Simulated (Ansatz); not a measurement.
CdFH₆NSi₂, SMILES `[F][Cd][N]([SiH3])[SiH3]`. The species carries charge 0 and has multiplicity 1. Cd takes the def2 core potential. The geometry is a stationary point of PBE0-D4/def2-TZVP. It is one conformer, not always the lowest.

```xyz
11

F     1.786    3.697    0.111
Cd    0.949    1.960    0.056
N     0.089    0.154   -0.018
Si   -1.451    0.023   -0.780
Si    0.900   -1.160    0.747
H    -1.745    1.304   -1.484
H    -1.467   -1.088   -1.772
H    -2.553   -0.226    0.193
H     2.274   -0.717    1.125
H     1.006   -2.331   -0.167
H     0.212   -1.616    1.988
```

Q: What is the dipole moment at PBE/def2-TZVPP? (An estimate is asked.)

A: Computed: 1.38 D, with components (-0.58, -1.24, -0.06) D in this frame, pointing from negative to positive charge.

Q: And with r2SCAN, B3LYP, ωB97M-V? (An estimate is asked.)

A: Computed: r2SCAN 1.41 D, B3LYP 1.51 D, ωB97M-V 1.38 D.

Q: Give the Mulliken charges with PBE, r2SCAN, ωB97M-V in def2-TZVPP. (Best estimate.)

A: The calculation gave: 
```tsv
atom	PBE	r2SCAN	ωB97M-V
F1	-0.48	-0.53	-0.55
Cd2	0.73	0.85	0.89
N3	-0.39	-0.58	-0.58
Si4	0.25	0.37	0.23
Si5	0.25	0.37	0.23
H6	-0.06	-0.08	-0.04
H7	-0.06	-0.08	-0.03
H8	-0.06	-0.08	-0.04
H9	-0.06	-0.08	-0.04
H10	-0.06	-0.08	-0.03
H11	-0.06	-0.08	-0.04
```

B3LYP here is the variant with VWN-RPA as its local correlation; programs differ in this.
